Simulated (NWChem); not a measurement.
System: GaHOClF; SMILES [OH][Ga]([F])[Cl]

NWChem printed, in part:

```
             Northwest Computational Chemistry Package (NWChem) 7.3.0
             --------------------------------------------------------

 CS  symmetry detected

                             Geometry "geometry" -> ""
                             -------------------------

 Output coordinates in angstroms (scale by  1.889725989 to convert to a.u.)

  No.       Tag          Charge          X              Y              Z
 ---- ---------------- ---------- -------------- -------------- --------------
    1 Ga                  31.0000     0.00867258    -0.28743961     0.00000000
    2 F                    9.0000    -1.51099315    -1.14260755     0.00000000
    3 Cl                  17.0000    -0.00708358     1.82531396     0.00000000
    4 O                    8.0000     1.51031715    -1.20915922     0.00000000
    5 H                    1.0000     1.36797195    -2.16296750     0.00000000

 Effective nuclear repulsion energy (a.u.)     364.4615906012

      Symmetry information
      --------------------

 Group name             Cs
 Group number              2
 Group order               2
 No. of unique centers     5

  pbe96 is a nonlocal functional; adding pw91lda local functional.

                                 NWChem DFT Module
                                 -----------------

 Summary of "ao basis" -> "ao basis" (spherical)
 ------------------------------------------------------------------------------
       Tag                 Description            Shells   Functions and Types
 ---------------- ------------------------------  ------  ---------------------
 Ga                          6-31g*                 12       32   5s4p3d
 F                           6-31g*                  6       14   3s2p1d
 Cl                          6-31g*                  8       18   4s3p1d
 O                           6-31g*                  6       14   3s2p1d
 H                           6-31g*                  2        2   2s

      Symmetry analysis of basis
      --------------------------

        a'         57
        a"         23

            General Information
            -------------------
          SCF calculation type: DFT
          Wavefunction type:  closed shell.
          No. of atoms     :     5
          No. of electrons :    66
           Alpha electrons :    33
            Beta electrons :    33
          Charge           :     0
          Spin multiplicity:     1
          Use of symmetry is: on ; symmetry adaption is: on
          Maximum number of iterations: 150
          AO basis - number of functions:    80
                     number of shells:    34
          Convergence on energy requested:  1.00D-06
          Convergence on density requested:  1.00D-05
          Convergence on gradient requested:  5.00D-04

              XC Information
              --------------
                     Hartree-Fock (Exact) Exchange  1.000
                     LC-wPBE(h)Exchange Functional  1.000
            Perdew 1991 LDA Correlation Functional  1.000 local
           PerdewBurkeErnz. Correlation Functional  1.000 non-local

           Range-Separation Parameters
           ---------------------------
           Alpha           :  0.00
           Beta            :  1.00
           Gamma           :  0.25
           Short-Range HF  :     F

             Grid Information
             ----------------
          Grid used for XC integration:  medium
          Radial quadrature: Mura-Knowles
          Angular quadrature: Lebedev.
          Tag              B.-S. Rad. Rad. Pts. Rad. Cut. Ang. Pts.
          ---              ---------- --------- --------- ---------
          Ga                  1.30      112           8.0       590
          F                   0.50       49           9.0       434
          Cl                  1.00       88          11.0       590
          O                   0.60       49          10.0       434
          H                   0.35       45          11.0       434
          Grid pruning is: on
          Number of quadrature shells:   343
          Spatial weights used:  Erf1

      Superposition of Atomic Density Guess
      -------------------------------------

 Sum of atomic energies:       -2557.02089782

      Non-variational initial energy
      ------------------------------

 Total energy =   -2557.475147
 1-e energy   =   -4288.712927
 2-e energy   =    1366.776189
 HOMO         =      -0.459804
 LUMO         =      -0.069148

      Symmetry analysis of molecular orbitals - initial
      -------------------------------------------------

  Numbering of irreducible representations:

     1 a'          2 a"

  Orbital symmetries:

     1 a'          2 a'          3 a'          4 a'          5 a'
     6 a"          7 a'          8 a'          9 a'         10 a'
    11 a'         12 a"         13 a'         14 a'         15 a'
    16 a"         17 a'         18 a'         19 a'         20 a'
    21 a"         22 a"         23 a'         24 a'         25 a'
    26 a'         27 a'         28 a"         29 a'         30 a'
    31 a"         32 a"         33 a'         34 a'         35 a"
    36 a'         37 a'         38 a'         39 a'         40 a"
    41 a'         42 a'         43 a'

[...]
```

Level: LC-wPBE (HJS exchange hole, range parameter 0.25 per bohr)/6-31G* (spherical d), vertical spin-unrestricted ions. Structure relaxed at the PBE0/def2-SVP level.

Q: Which NWChem input produces such a log?

A: This is not unique; one that fits is the input that was run:
```
start job
memory heap 200 mb stack 900 mb global 1100 mb
geometry units angstroms noautoz
  Ga    -0.011160    -0.313774     0.000000
  F     -1.539661    -1.153048     0.000000
  Cl    -0.004883     1.799029     0.000000
  O      1.480791    -1.251103     0.000000
  H      1.328507    -2.203375     0.000000
end
basis spherical
  * library 6-31g*
end
dft
  xc xwpbe 1.00 cpbe96 1.0 hfexch 1.00
  cam 0.25 cam_alpha 0.0 cam_beta 1.0
  iterations 150
  vectors input atomic output neutral.movecs
end
task dft energy
charge 1
dft
  odft
  mult 2
  vectors input atomic output cation.movecs
end
task dft energy
```
